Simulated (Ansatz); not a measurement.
`CO[SiH](C)S`. Total charge 0; spin multiplicity 1. All single points use the PBE0-D4/def2-TZVP geometry. It is one conformer, not always the lowest.

```xyz
13

C    -0.193    1.936    0.640
O    -0.869    0.767    0.238
Si   -0.144   -0.707    0.193
C     0.952   -0.928   -1.290
S    -1.660   -2.195    0.062
H     0.414    1.767    1.538
H     0.461    2.312   -0.155
H    -0.936    2.703    0.865
H     0.637   -0.857    1.453
H     1.441   -1.905   -1.268
H     1.731   -0.161   -1.307
H     0.376   -0.849   -2.215
H    -2.211   -1.882    1.246
```

**Question.** What is the dipole moment at PBE/def2-TZVPP? (An estimate is asked.)

**Answer.** Ansatz gave: 1.87 D, with components (1.33, 1.26, 0.36) D in this frame, pointing from negative to positive charge.

**Question.** And with r2SCAN, B3LYP, ωB97M-V? (Best estimate.)

**Answer.** Computed: r2SCAN 1.96 D, B3LYP 1.99 D, ωB97M-V 2.00 D.

**Question.** Give the Mulliken charges with PBE, ωB97M-V, r2SCAN in def2-TZVPP. (Best estimate.)

**Answer.** Computed: 
```
atom    PBE  ωB97M-V  r2SCAN
  C1  -0.14    -0.18    0.00
  O2  -0.30    -0.36   -0.38
 Si3   0.46     0.47    0.55
  C4  -0.38    -0.45   -0.31
  S5  -0.27    -0.26   -0.28
  H6   0.09     0.11    0.06
  H7   0.09     0.11    0.05
  H8   0.11     0.13    0.07
  H9  -0.10    -0.05   -0.11
 H10   0.11     0.13    0.09
 H11   0.10     0.11    0.07
 H12   0.11     0.13    0.09
 H13   0.12     0.12    0.11
```

B3LYP here is the variant with VWN-RPA as its local correlation; programs differ in this.
